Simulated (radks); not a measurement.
The numbers below are computed, except where a source is named.
Problem. These are the eigenvalues of the occupied orbitals of an atom or ion with whole-number occupations (eV). Level of theory: Dirac Kohn-Sham, HCTH/407, spin-unpolarised, spherical densities, finite nucleus; Fermi nuclear charge, rms radius of each element as measured or else 0.836 A^(1/3) + 0.57 fm (a radial shooting solver on a logarithmic mesh with Libxc functionals).

orbital  eigenvalue
1s1/2     -80627.23
2s1/2     -14257.40
2p1/2     -13682.34
2p3/2     -11847.13
3s1/2     -3395.141
3p1/2     -3134.948
3p3/2     -2729.663
3d3/2     -2295.315
3d5/2     -2208.026
4s1/2     -766.4046
4p1/2     -655.0687
4p3/2     -557.6670
4d3/2     -374.8112
4d5/2     -356.6234
5s1/2     -145.0033
4f5/2     -121.5437
4f7/2     -117.6916
5p1/2     -108.5940
5p3/2      -91.7088
5d3/2      -42.1271
5d5/2      -40.2413

Which element is it, and in what charge state? The configuration may be excited. Open shells, if any, fill j = l - 1/2 first.

Solution. Z = 79, gold, charge +3: Au3+ in [Xe] 4f14 5d8. The list shows which subshells hold electrons but not how many an open one holds; the 1s level, -2963 hartree, gives Z - s = 77.0 by -(Z - s)^2/2, which with screening and relativity narrows Z to a few neighbours, and the depths of the outer levels then fix element, charge and occupations together.
